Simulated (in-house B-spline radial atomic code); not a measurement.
Ionising Cu IV (Cu3+) with different functionals

Computed with a B-spline radial code for spherical atoms: non-relativistic Hamiltonian, point nucleus, spin-polarised at highest spin, spherical fractional occupations for the functionals, the average over the highest-spin determinants for Hartree-Fock. The ionisation energy is the difference of two self-consistent energies, [Ar] 3d8 → [Ar] 3d7, without Breit or QED terms; ε is the level of the shell that loses the electron (its least bound occupied spin orbital).

Hybrids are left out here: with spherical fractional occupations of an open shell their exact exchange keeps a self-interaction that integer-occupation calculations don't have.

```
           method          rung  ΔSCF (eV)  -ε(3d) (eV)
     Hartree-Fock  Hartree-Fock      55.46        58.85
         LDA VWN5           LDA      58.78        48.36
         LDA PW92           LDA      58.78        48.35
LDA exchange-only           LDA          ?            ?
              PBE           GGA      58.37        47.96
           PBEsol           GGA          ?            ?
             BLYP           GGA      58.35        47.95
             RPBE           GGA      58.25        47.84
             PW91           GGA      58.51        48.09
             BP86           GGA      58.47        48.05
             AM05           GGA      58.37        47.95
             OLYP           GGA      58.46        48.03
             TPSS      meta-GGA      58.16        47.76
             SCAN      meta-GGA      57.97        47.71
           r2SCAN      meta-GGA      58.04        47.76
            M06-L      meta-GGA      57.71        47.40
          revTPSS      meta-GGA      57.98        47.60
```

Problem. What does PBEsol give?

Solution. ΔSCF 58.34 eV, and -ε(3d) = 47.93 eV.

Problem. What does LDA exchange-only give?

Solution. ΔSCF 56.72 eV, and -ε(3d) = 46.41 eV.

Problem. How do they compare with the NIST value?

Solution. NIST lists 57.38 eV ± 0.05 (semi-empirical, ground level to ground level). Errors run from -1.92 to +1.40 eV; M06-L is closest (+0.33 eV), but part of that can be cancellation, since the calculations leave out relativity, Breit-QED terms, multiplet and fine-structure energies. Hartree-Fock also lacks correlation.
